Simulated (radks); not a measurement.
The numbers below are computed, except where a source is named.
Fe IV, configuration [Ar] 3d5.

Code: a radial shooting solver on a logarithmic mesh with Libxc functionals. Model: Dirac Kohn-Sham, PBE, spin-unpolarised, spherical densities, point nucleus; open shells fill j = l - 1/2 first.

Energy parts (hartree):
| part | energy |
|---|---|
| total | -1270.31470 |
| kinetic | 1288.08820 |
| electron-nucleus | -3008.92806 |
| Hartree | 505.12986 |
| exchange-correlation | -54.60470 |

Orbitals (lengths in bohr, moments of r in powers of bohr):
orbital	occ.	eigenvalue (hartree)	<1/r>	<r^4>	small-component weight
1s1/2	2	-258.5436	25.98	0.00005432	8.75e-03
2s1/2	2	-31.51524	5.580	0.01235	1.61e-03
2p1/2	2	-27.36522	5.526	0.009182	1.59e-03
2p3/2	4	-26.90660	5.427	0.009589	1.57e-03
3s1/2	2	-4.81767	1.763	0.8928	3.54e-04
3p1/2	2	-3.59983	1.641	1.179	3.16e-04
3p3/2	4	-3.54178	1.619	1.228	3.10e-04
3d3/2	4	-1.59044	1.314	3.396	2.16e-04
3d5/2	1	-1.58391	1.309	3.443	2.15e-04

The highest occupied level is 3d5/2 at -43.100 eV. The density falls to 0.001 e/bohr^3 at r = 2.75 bohr.
